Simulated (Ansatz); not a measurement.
Sr₂Se⁺, relaxed as a doublet with UKS B3LYP-D4/def2-TZVP in Ansatz, starting from the GFN2-xTB geometry. Force threshold 0.02 eV/Å.

In the def2 sets Sr takes a core potential; there is no spin–orbit coupling. The relaxation made no stability test and no search for a lower SCF solution. The structure comes from a short search, and lower isomers may exist.

Start:

```xyz
3

Sr   -0.7041   -2.1235    0.2922
Sr    0.9870    1.9208    0.8234
Se   -0.2829    0.2028   -1.1156
```

(1) Estimate the energy that the relaxation releases and the steps that it takes.

(2) Does the start keep its bonding?

(3) Predict the relaxed structure.

Results:

(1) 0.19 eV, in 17 steps; 31 s on 4 threads of Arm Neoverse V2 on a shared host. The force fell under the threshold at step 9, but the optimiser went on. No frequencies were taken in this run, so the end may be a saddle point.

(2) By distances, no bond broke or formed, bridged metal pairs apart. The bond that changes most is Sr2–Se3, from 2.89 to 2.74 Å (atoms count from 1). Metal–metal contacts that move far: Sr1–Sr2 4.42 to 5.48 Å. The end is the same structure that another start reached, the lowest one found.

(3) 
```xyz
3

Sr   -1.0387   -2.5186   -0.2859
Sr    1.0512    2.5069    0.3386
Se   -0.0126    0.0117   -0.0527
```
Bond lengths (bridged metal pairs left out): 2 × Se–Sr 2.74 Å.
